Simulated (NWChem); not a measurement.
System: BHOF₂; SMILES OB(F)F

Input file for NWChem:

```
start job
memory heap 200 mb stack 900 mb global 1100 mb
geometry units angstroms noautoz
  B     -0.023443    -0.008516     0.000000
  F      1.297165    -0.139278     0.000000
  F     -0.758743    -1.101416     0.000000
  O     -0.619586     1.194141     0.000000
  H      0.007652     1.923997     0.000000
end
basis spherical
  * library 6-31g*
end
dft
  xc xcamb88 1.00 lyp 0.81 vwn_5 0.19 hfexch 1.00
  cam 0.33 cam_alpha 0.19 cam_beta 0.46
  iterations 150
  vectors input atomic output neutral.movecs
end
task dft energy
charge 1
dft
  odft
  mult 2
  vectors input atomic output cation.movecs
end
task dft energy
```

Parts of the log:

```
             Northwest Computational Chemistry Package (NWChem) 7.3.0
             --------------------------------------------------------

 CS  symmetry detected

                             Geometry "geometry" -> ""
                             -------------------------

 Output coordinates in angstroms (scale by  1.889725989 to convert to a.u.)

  No.       Tag          Charge          X              Y              Z
 ---- ---------------- ---------- -------------- -------------- --------------
    1 B                    5.0000    -0.00636904    -0.02278348     0.00000000
    2 F                    9.0000     1.21398882     0.49859058     0.00000000
    3 F                    9.0000    -0.12447332    -1.33470873     0.00000000
    4 O                    8.0000    -1.10800292     0.74414098     0.00000000
    5 H                    1.0000    -0.90977097     1.68585292     0.00000000

 Effective nuclear repulsion energy (a.u.)     112.8110273443

      Symmetry information
      --------------------

 Group name             Cs
 Group number              2
 Group order               2
 No. of unique centers     5

                                 NWChem DFT Module
                                 -----------------

 Summary of "ao basis" -> "ao basis" (spherical)
 ------------------------------------------------------------------------------
       Tag                 Description            Shells   Functions and Types
 ---------------- ------------------------------  ------  ---------------------
 B                           6-31g*                  6       14   3s2p1d
 F                           6-31g*                  6       14   3s2p1d
 O                           6-31g*                  6       14   3s2p1d
 H                           6-31g*                  2        2   2s

      Symmetry analysis of basis
      --------------------------

        a'         42
        a"         16

            General Information
            -------------------
          SCF calculation type: DFT
          Wavefunction type:  closed shell.
          No. of atoms     :     5
          No. of electrons :    32
           Alpha electrons :    16
            Beta electrons :    16
          Charge           :     0
          Spin multiplicity:     1
          Use of symmetry is: on ; symmetry adaption is: on
          Maximum number of iterations: 150
          AO basis - number of functions:    58
                     number of shells:    26
          Convergence on energy requested:  1.00D-06
          Convergence on density requested:  1.00D-05
          Convergence on gradient requested:  5.00D-04

              XC Information
              --------------
                     Hartree-Fock (Exact) Exchange  1.000
                   CAM-Becke88 Exchange Functional  1.000
                      VWN V Correlation Functional  0.190 local
              Lee-Yang-Parr Correlation Functional  0.810

           Range-Separation Parameters
           ---------------------------
           Alpha           :  0.19
           Beta            :  0.46
           Gamma           :  0.33
           Short-Range HF  :     F

             Grid Information
             ----------------
          Grid used for XC integration:  medium
          Radial quadrature: Mura-Knowles
          Angular quadrature: Lebedev.
          Tag              B.-S. Rad. Rad. Pts. Rad. Cut. Ang. Pts.
          ---              ---------- --------- --------- ---------
          B                   0.85       49           7.0       434
          F                   0.50       49           8.0       434
          O                   0.60       49           6.0       434
          H                   0.35       45           7.0       434
          Grid pruning is: on
          Number of quadrature shells:   241
          Spatial weights used:  Erf1

      Superposition of Atomic Density Guess
      -------------------------------------

 Sum of atomic energies:        -298.52333731

      Non-variational initial energy
      ------------------------------

 Total energy =    -299.643885
 1-e energy   =    -638.309996
 2-e energy   =     225.855084
 HOMO         =      -0.510986
 LUMO         =       0.116810

      Symmetry analysis of molecular orbitals - initial
      -------------------------------------------------

  Numbering of irreducible representations:

     1 a'          2 a"

  Orbital symmetries:

     1 a'          2 a'          3 a'          4 a'          5 a'
     6 a'          7 a'          8 a'          9 a'         10 a'
    11 a"         12 a'         13 a"         14 a'         15 a'
    16 a"         17 a'         18 a"         19 a'         20 a'
    21 a'         22 a"         23 a'         24 a'         25 a'
    26 a'

   convergence    iter        energy       DeltaE   RMS-Dens  Diis-err
 ---------------- ----- ----------------- --------- --------- ---------
 d= 0,ls=0.0,diis     1   -300.3452236405 -4.13D+02  1.43D-02  8.90D-01
 d= 0,ls=0.0,diis     2   -300.3786062878 -3.34D-02  5.81D-03  7.60D-01
 d= 0,ls=0.0,diis     3   -300.4382374169 -5.96D-02  1.00D-03  1.24D-02
 d= 0,ls=0.0,diis     4   -300.4393003619 -1.06D-03  2.28D-04  5.52D-04
 d= 0,ls=0.0,diis     5   -300.4393524916 -5.21D-05  6.52D-05  5.06D-05
  Resetting Diis
 d= 0,ls=0.0,diis     6   -300.4393563688 -3.88D-06  2.77D-05  9.51D-06
 d= 0,ls=0.0,diis     7   -300.4393572333 -8.64D-07  5.96D-06  1.49D-07

         Total DFT energy =     -300.439357233282
      One electron energy =     -640.584258719877
           Coulomb energy =      261.374174112333
    Exchange-Corr. energy =      -34.040299970049
 Nuclear repulsion energy =      112.811027344311

 Numeric. integr. density =       31.999999056176

                  Occupations of the irreducible representations
                  ----------------------------------------------

                     irrep           alpha         beta
                     --------     --------     --------
                     a'               13.0         13.0
                     a"                3.0          3.0

                       DFT Final Molecular Orbital Analysis
                       ------------------------------------

 Vector   14  Occ=2.000000D+00  E=-4.820745D-01  Symmetry=a'
              MO Center= -6.7D-02, -7.3D-01, -2.1D-15, r^2= 1.7D+00
   Bfn.  Coefficient  Atom+Function         Bfn.  Coefficient  Atom+Function
  ----- ------------  ---------------      ----- ------------  ---------------
    31      0.564811  3 F  px                35      0.378397  3 F  px
    18      0.243049  2 F  py                45      0.227418  4 O  px
    22      0.161520  2 F  py                49      0.141628  4 O  px
    17      0.131305  2 F  px                 7      0.115277  1 B  px
     3     -0.088477  1 B  px                21      0.075033  2 F  px

 Vector   15  Occ=2.000000D+00  E=-4.518960D-01  Symmetry=a'
              MO Center= -4.0D-01,  5.5D-01,  6.6D-15, r^2= 2.0D+00
   Bfn.  Coefficient  Atom+Function         Bfn.  Coefficient  Atom+Function
  ----- ------------  ---------------      ----- ------------  ---------------
    45      0.477530  4 O  px                49      0.317710  4 O  px
    18     -0.313358  2 F  py                17      0.240612  2 F  px
    22     -0.220770  2 F  py                48     -0.170179  4 O  s
    21      0.157923  2 F  px                31     -0.149253  3 F  px
    46      0.129335  4 O  py                44     -0.113982  4 O  s

 Vector   16  Occ=2.000000D+00  E=-4.308661D-01  Symmetry=a"
              MO Center= -8.4D-01,  5.5D-01, -6.2D-15, r^2= 1.2D+00
   Bfn.  Coefficient  Atom+Function         Bfn.  Coefficient  Atom+Function
  ----- ------------  ---------------      ----- ------------  ---------------
    47      0.587901  4 O  pz                51      0.436615  4 O  pz
    33     -0.195916  3 F  pz                19     -0.173460  2 F  pz
    37     -0.145081  3 F  pz                23     -0.128696  2 F  pz
     5      0.094375  1 B  pz                13      0.030831  1 B  d  1
     9      0.026826  1 B  pz                55     -0.026810  4 O  d  1

 Vector   17  Occ=0.000000D+00  E= 1.094704D-01  Symmetry=a'
              MO Center= -7.1D-01,  1.5D+00, -1.5D-15, r^2= 2.4D+00
   Bfn.  Coefficient  Atom+Function         Bfn.  Coefficient  Atom+Function
  ----- ------------  ---------------      ----- ------------  ---------------
    58      1.314879  5 H  s                 48     -1.000014  4 O  s
     6      0.678661  1 B  s                 50     -0.408732  4 O  py
    34     -0.233215  3 F  s                 46     -0.233568  4 O  py
    20     -0.216553  2 F  s                 49     -0.201832  4 O  px
    44     -0.152447  4 O  s                 57      0.132050  5 H  s

 Vector   18  Occ=0.000000D+00  E= 1.220933D-01  Symmetry=a"
              MO Center= -2.7D-02, -5.8D-03, -1.2D-15, r^2= 1.8D+00
   Bfn.  Coefficient  Atom+Function         Bfn.  Coefficient  Atom+Function
  ----- ------------  ---------------      ----- ------------  ---------------
     9      0.667796  1 B  pz                 5      0.567673  1 B  pz
    51     -0.316621  4 O  pz                47     -0.274551  4 O  pz
    37     -0.247161  3 F  pz                33     -0.243312  3 F  pz
    19     -0.241847  2 F  pz                23     -0.242037  2 F  pz

 Vector   19  Occ=0.000000D+00  E= 2.013644D-01  Symmetry=a'
              MO Center=  1.6D-02,  2.5D-01,  2.0D-15, r^2= 3.2D+00
   Bfn.  Coefficient  Atom+Function         Bfn.  Coefficient  Atom+Function
  ----- ------------  ---------------      ----- ------------  ---------------
     6      2.014426  1 B  s                 58     -0.883378  5 H  s
    20     -0.625084  2 F  s                 34     -0.558373  3 F  s
    50      0.483960  4 O  py                21      0.265760  2 F  px
    36     -0.251045  3 F  py                46      0.226715  4 O  py
    49     -0.217120  4 O  px                22      0.151648  2 F  py

     Multipole analysis of the density
     ---------------------------------

     L   x y z        total         alpha         beta         nuclear
     -   - - -        -----         -----         ----         -------
     0   0 0 0     -0.000000    -16.000000    -16.000000     32.000000

     1   1 0 0     -0.022219     -0.011109     -0.011109      0.000000
     1   0 1 0      0.798982      0.399491      0.399491      0.000000
     1   0 0 1     -0.000000     -0.000000     -0.000000      0.000000

     2   2 0 0    -17.408452    -51.650938    -51.650938     85.893424
     2   1 1 0     -1.166357      1.535046      1.535046     -4.236448
     2   1 0 1      0.000000      0.000000      0.000000      0.000000
     2   0 2 0    -13.058561    -52.140738    -52.140738     91.222915
     2   0 1 1     -0.000000     -0.000000     -0.000000      0.000000
     2   0 0 2    -14.216689     -7.108344     -7.108344      0.000000

                                 NWChem DFT Module
                                 -----------------

      Symmetry analysis of basis
      --------------------------

        a'         42
        a"         16

            General Information
            -------------------
          SCF calculation type: DFT
          Wavefunction type:  spin polarized.
          No. of atoms     :     5
          No. of electrons :    31
           Alpha electrons :    16
            Beta electrons :    15
          Charge           :     1
          Spin multiplicity:     2
          Use of symmetry is: on ; symmetry adaption is: on
          Maximum number of iterations: 150
          This is a Direct SCF calculation.
          AO basis - number of functions:    58
                     number of shells:    26
          Convergence on energy requested:  1.00D-06
          Convergence on density requested:  1.00D-05
          Convergence on gradient requested:  5.00D-04

              XC Information
              --------------
                     Hartree-Fock (Exact) Exchange  1.000
                   CAM-Becke88 Exchange Functional  1.000
                      VWN V Correlation Functional  0.190 local
              Lee-Yang-Parr Correlation Functional  0.810

           Range-Separation Parameters
           ---------------------------
           Alpha           :  0.19
           Beta            :  0.46
           Gamma           :  0.33
           Short-Range HF  :     F

             Grid Information
             ----------------
          Grid used for XC integration:  medium
          Radial quadrature: Mura-Knowles
          Angular quadrature: Lebedev.
          Tag              B.-S. Rad. Rad. Pts. Rad. Cut. Ang. Pts.
          ---              ---------- --------- --------- ---------
          B                   0.85       49           7.0       434
          F                   0.50       49           8.0       434
          O                   0.60       49           6.0       434
          H                   0.35       45           7.0       434
          Grid pruning is: on
          Number of quadrature shells:   241
          Spatial weights used:  Erf1

      Superposition of Atomic Density Guess
      -------------------------------------

 Sum of atomic energies:        -298.52333731

 Renormalizing density from      32.00 to     31

      Non-variational initial energy
      ------------------------------

 Total energy =    -293.592079
 1-e energy   =    -618.362809
 2-e energy   =     211.959703
 HOMO         =      -0.893509
 LUMO         =      -0.202164

   Symmetry analysis of molecular orbitals - initial alpha
   -------------------------------------------------------

  Numbering of irreducible representations:

     1 a'          2 a"

  Orbital symmetries:

     1 a'          2 a'          3 a'          4 a'          5 a'
     6 a'          7 a'          8 a'          9 a'         10 a'
    11 a"         12 a'         13 a"         14 a'         15 a'
    16 a"         17 a"         18 a'         19 a'         20 a'
    21 a'         22 a"         23 a'         24 a'         25 a'
    26 a'

   Symmetry analysis of molecular orbitals - initial beta
   ------------------------------------------------------

  Numbering of irreducible representations:

     1 a'          2 a"

  Orbital symmetries:

     1 a'          2 a'          3 a'          4 a'          5 a'
     6 a'          7 a'          8 a'          9 a'         10 a'
    11 a"         12 a'         13 a"         14 a'         15 a'
    16 a"         17 a"         18 a'         19 a'         20 a'
    21 a'         22 a"         23 a'         24 a'         25 a'
    26 a'

[...]
```

Level: CAM-B3LYP/6-31G* (spherical d), vertical spin-unrestricted ions. Structure relaxed at the PBE0/def2-SVP level.
